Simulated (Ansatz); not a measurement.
This geometry of H$_{7}$NOSi$_{3}$ (12 atoms, charge 0, multiplicity 1) is a first-order saddle point.

The calculation used RKS B3LYP-D4/6-31G* (Ansatz).

```xyz
12
Properties=species:S:1:pos:R:3
N -2.087 0.785 0.476
Si -0.638 -0.138 0.635
Si 1.555 0.749 0.401
O 1.862 -0.412 -0.794
Si 0.443 -1.265 -1.159
H -2.855 0.705 1.126
H -2.259 1.453 -0.261
H -0.830 -0.975 1.854
H 1.687 2.133 -0.144
H 2.534 0.611 1.517
H 0.687 -2.733 -1.073
H -0.024 -0.968 -2.545
```

Problem. Which two structures does it join? (They come from a converged band through this point; their orientation in space is the band's.)

Solution. No bond is made or broken. The height of N1 over the plane of its neighbours goes from 0.23 to -0.23 Å. The two ends are copies of one structure, up to a mirror image or an exchange of like atoms.

Initial state:

```xyz
12
Properties=species:S:1:pos:R:3
N -2.158 0.642 0.405
Si -0.648 -0.180 0.652
Si 1.534 0.749 0.427
O 1.845 -0.366 -0.816
Si 0.441 -1.244 -1.163
H -2.664 0.990 1.211
H -2.268 1.269 -0.384
H -0.824 -1.006 1.880
H 1.648 2.150 -0.075
H 2.530 0.584 1.524
H 0.707 -2.708 -1.095
H -0.067 -0.937 -2.532
```

Final state:

```xyz
12
Properties=species:S:1:pos:R:3
N -2.023 0.890 0.596
Si -0.629 -0.144 0.678
Si 1.544 0.754 0.388
O 1.835 -0.385 -0.829
Si 0.419 -1.269 -1.142
H -2.929 0.508 0.842
H -2.110 1.559 -0.159
H -0.821 -1.003 1.881
H 1.640 2.147 -0.138
H 2.540 0.615 1.487
H 0.698 -2.731 -1.051
H -0.086 -0.995 -2.519
```

Problem. How far does it lie above each of them?

Solution. 0.3 kcal/mol above the first and 0.3 kcal/mol above the second. This is the barrier of this one path; another mechanism may lie lower.

Time of the run: 5.2 min on 2 threads of Arm Neoverse V2 (shared host), peak memory 0.23 GiB.
